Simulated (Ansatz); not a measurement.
Question: Name a neutral molecule of Se, Si and H with size of the dipole moment (PBE/def2-TZVPP) between 1.30 and 1.60 D and LUMO energy (B3LYP/def2-TZVPP) between -1.65 and -1.35 eV (Ansatz, PBE0-D4/def2-TZVP geometry).

Answer: `[SeH][Si]([SeH])([SeH])[SeH]` (1.34 D, -1.50 eV). Other molecules can fit too; these were computed, each in one conformer that needn't be the lowest.

B3LYP here is the variant with VWN-RPA as its local correlation; programs differ in this.
